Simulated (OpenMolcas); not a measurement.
## Multiconfigurational calculation on Ni VIII

Input:

```
&GATEWAY
Coord
1

Ni 0.0 0.0 0.0
Basis=ANO-L-VDZP
Group=XYZ
NoMove
AngMom=0.0 0.0 0.0
AMFI
&SEWARD
&RASSCF
FileOrb=start.orb
Symmetry=1
Spin=4
nActEl=3 0 0
Inactive=3 6
Ras2=5 0
CIRoot=10 10 1
SDav=10
CIMx=300
Iter=120 100
PrWF=0.3
OrbListing=Nothing
MaxOrb=0
Atom
>>> COPY $Project.JobIph JOBPRE
&RASSCF
FileOrb=start.orb
Symmetry=1
Spin=4
nActEl=3 0 0
Inactive=3 6
Ras2=10 0
CIRoot=10 10 1
SDav=120
CIMx=300
Iter=120 100
PrWF=0.3
OrbListing=Nothing
MaxOrb=0
Atom
>>> COPY $Project.JobIph JOB001
&RASSCF
FileOrb=start.orb
Symmetry=1
Spin=2
nActEl=3 0 0
Inactive=3 6
Ras2=10 0
CIRoot=52 52 1
SDav=330
CIMx=300
Iter=120 100
PrWF=0.3
OrbListing=Nothing
MaxOrb=0
Atom
CIOnly
>>> COPY $Project.JobIph JOB002
&RASSI
NrOfJobIphs=2 10 35
1 2 3 4 5 6 7 8 9 10
1 2 3 4 5 6 7 8 9 10 11 12 13 14 15 16 17 18 19 20 21 22 23 24 25 26 27
28 29 30 31 32 33 34 35
IphNames
JOB001
JOB002
EJob
SpinOrbit
DIPRint=1.0
SOCoupling=1000.0
Subsets=2
MEES
Property=10
'ANGMOM' 1 'ANGMOM' 2 'ANGMOM' 3 'MLTPL  1' 1 'MLTPL  1' 2 'MLTPL  1' 3
'AMFI' 1 'AMFI' 2 'AMFI' 3 'MLTPL  2' 6
SOProperty=3
'ANGMOM' 1 'ANGMOM' 2 'ANGMOM' 3
```

Launched by
```bash
OMP_NUM_THREADS=1 MOLCAS_MEM=2252 MOLCAS_PROJECT=a pymolcas a.inp > a.log  # once for each step of the input, in one work folder
```

A driver script runs the steps one by one and writes start.orb anew before each from the orbitals found so far, so a CI-only block uses the converged orbitals of the first block.

Output, cut to the results:

```
--- SEWARD ---
Basis set label: NI.ANO-L...5S4P2D1F.

      Electronic valence basis set:
      ------------------
      Associated Effective Charge  28.000000 au
      Associated Actual Charge     28.000000 au
      Nuclear Model: Point charge

      Shell  nPrim  nBasis  Cartesian Spherical Contaminant
         s      21       5        X
         p      15       4        X
         d      10       2                 X
         f       6       1                 X
                  Atomic mean-field integrals
--- RASSCF ---
Wave function specifications:
      -----------------------------

      Number of closed shell electrons          18
      Number of electrons in active shells       3
      Max number of holes in RAS1 space          0
      Max nr of electrons in RAS3 space          0
      Number of inactive orbitals                9
      Number of active orbitals                 10
      Number of secondary orbitals              15
      Spin quantum number                      1.5
      State symmetry                             1
Orbital specifications:
      -----------------------

      Symmetry species                           1   2
                                                ag  au
      Frozen orbitals                            0   0
      Inactive orbitals                          3   6
      Active orbitals                           10   0
      RAS1 orbitals                              0   0
      RAS2 orbitals                             10   0
      RAS3 orbitals                              0   0
      Secondary orbitals                         2  13
      Deleted orbitals                           0   0
      Number of basis functions                 15  19
      Number of CSFs                           120
      Number of root(s) required                10
      Iter CI   SX   CI       RASSCF       Energy    max ROT     max BLB   max BLB  Level Ln srch  Step   QN
          iter iter root      energy       change     param      element    value   shift minimum  type update
 Nr of preliminary CI iterations:   1
      Total energies have been shifted. Add                -1000.00 au
        1   1    3    0  -490.96965418    0.00E+00  -5.70E-06    6  12 2 -7.36E-05   0.00   0.00    SX    NO
        2   1    3    0  -490.96965418   -1.81E-09   1.32E-07    3  12 2 -2.05E-06   0.00   0.00    SX    NO
        3   1    2    0  -490.96965418   -2.27E-12  -2.06E-08    6  12 2 -2.54E-07   0.00   0.00    SX    NO
        4   1    1    0  -490.96965418   -6.82E-13   0.00E+00    3  14 1  2.09E-08   0.00   0.00    SX    NO
      Convergence after  4 iterations
        5   1    1    0  -490.96965418    6.82E-13   0.00E+00    3  14 1  2.13E-08   0.00   0.00    SX    NO
      Natural orbitals and occupation numbers for root  1
      sym 1:   0.994732   0.005251   0.999978   0.994731   0.005250   0.000019   0.000000   0.000019   0.000020   0.000000
      Natural orbitals and occupation numbers for root  2
      sym 1:   0.778141   0.221840   0.778142   0.999978   0.221842   0.000019   0.000004   0.000004   0.000015   0.000015
      Natural orbitals and occupation numbers for root  3
      sym 1:   0.873842   0.873841   0.126140   0.999978   0.126141   0.000002   0.000016   0.000003   0.000019   0.000017
::    RASSCF root number  1 Total energy:  -1491.00322443
::    RASSCF root number  2 Total energy:  -1491.00322443
::    RASSCF root number  3 Total energy:  -1491.00322443
::    RASSCF root number  4 Total energy:  -1491.00322443
::    RASSCF root number  5 Total energy:  -1491.00322443
::    RASSCF root number  6 Total energy:  -1491.00322443
::    RASSCF root number  7 Total energy:  -1491.00322443
::    RASSCF root number  8 Total energy:  -1490.89132361
::    RASSCF root number  9 Total energy:  -1490.89132361
::    RASSCF root number 10 Total energy:  -1490.89132361
--- RASSCF ---
Wave function specifications:
      -----------------------------

      Number of closed shell electrons          18
      Number of electrons in active shells       3
      Max number of holes in RAS1 space          0
      Max nr of electrons in RAS3 space          0
      Number of inactive orbitals                9
      Number of active orbitals                 10
      Number of secondary orbitals              15
      Spin quantum number                      0.5
      State symmetry                             1
Orbital specifications:
      -----------------------

...
--- RASSI ---
SPIN-FREE ENERGIES:
  (Shifted by EMIN (a.u.) =      -1491.0032244294)

 SF State       Relative EMIN(au)   Rel lowest level(eV)    D:o, cm**(-1)      L_eff

     1             0.0000000000        0.0000000000              0.0000         3.0
     2             0.0000000000        0.0000000000              0.0000         3.0
     3             0.0000000000        0.0000000000              0.0000         3.0
     4             0.0000000000        0.0000000000              0.0000         3.0
     5             0.0000000000        0.0000000000              0.0000         3.0
     6             0.0000000000        0.0000000000              0.0000         3.0
     7             0.0000000000        0.0000000000              0.0000         3.0
     8             0.1119008205        3.0449764465          24559.3913         1.0
     9             0.1119008205        3.0449764465          24559.3913         1.0
    10             0.1119008205        3.0449764465          24559.3913         1.0
    11             0.1142827111        3.1097909925          25082.1559         4.0
    12             0.1142827111        3.1097909925          25082.1559         4.0
    13             0.1142827111        3.1097909925          25082.1559         4.0
    14             0.1142827111        3.1097909925          25082.1559         4.0
    15             0.1142827111        3.1097909925          25082.1559         4.0
    16             0.1142827111        3.1097909925          25082.1559         4.0
    17             0.1142827111        3.1097909925          25082.1559         4.0
    18             0.1142827111        3.1097909925          25082.1559         4.0
    19             0.1142827111        3.1097909925          25082.1559         4.0
    20             0.1515336198        4.1234398569          33257.7853         5.0
    21             0.1515336198        4.1234398569          33257.7853         5.0
...
```

Levels above the lowest, from the spin-orbit matrix, grouped by J:

```csv
Configuration,Term,J,E (cm⁻¹),Measured (cm⁻¹),g,Term weight %,Second
3d³,⁴F,3/2,0.0,0.0,0.400,100,
3d³,⁴F,5/2,849,1012,1.029,100,
3d³,⁴F,7/2,1982,2184,1.238,100,
3d³,⁴F,9/2,3349,3721,1.333,100,
3d³,⁴P,1/2,25618,23261,2.637,98,
3d³,⁴P,3/2,25853,23710,1.716,96,4 ²P
3d³,²G,7/2,26377,,0.889,100,
3d³,⁴P,5/2,27010,24669,1.600,100,
3d³,²G,9/2,27431,,1.103,95,4 ²H
3d³,²P,3/2,34712,,1.185,65,31 ²D
3d³,²P,1/2,34803,,0.700,98,
3d³,²H,9/2,35024,,0.918,96,4 ²G
3d³,²H,11/2,35748,,1.091,100,
3d³,²D,3/2,38747,,0.967,69,31 ²P
3d³,²D,5/2,38875,,1.201,100,
3d³,²F,7/2,59596,,1.143,100,
3d³,²F,5/2,60130,,0.857,100,
```

Against the 6 measured excited levels shown (Corliss and Sugar, J. Phys. Chem. Ref. Data 10, 197 (1981)) the mean absolute deviation is 1300 cm-1; the largest miss in energy is 3d³ ⁴P_1/2: computed 25618, measured 23261 cm⁻¹ (+10.1 %), and the largest in proportion 3d³ ⁴F_5/2 (-16.1 %).

Without dynamic correlation excited terms often stand tens of per cent too high (terms of higher spin than the ground term too low), and those without a measured partner can miss by more than the paired ones. Terms from blocks run as CI alone lack orbitals of their own. Active for correlation alone: 4d; no level in the range computed is led by a configuration that fills it, so any true level of that kind is missing. The basis is small and was not contracted for so high a charge. Measured partners are found by configuration, term and J. A level has none where our copy of the source lacks it or the pairing is in doubt (some pairs that miss far off the trend of their configuration count as doubtful), and it then counts in no deviation. Only configurations of the active space appear. The first state left out of the spin-orbit step lies near 91000 cm-1 above the lowest spin-free state of the reference (among the parities and spins computed), and the list stops at four fifths of that energy or lower.

The RASSCF and RASSI steps took 11 s on 1 thread of Arm Neoverse V2 (shared host); the integral step is not counted.

The term weight is that of the spin-free term in the level, not the purity of its configuration.
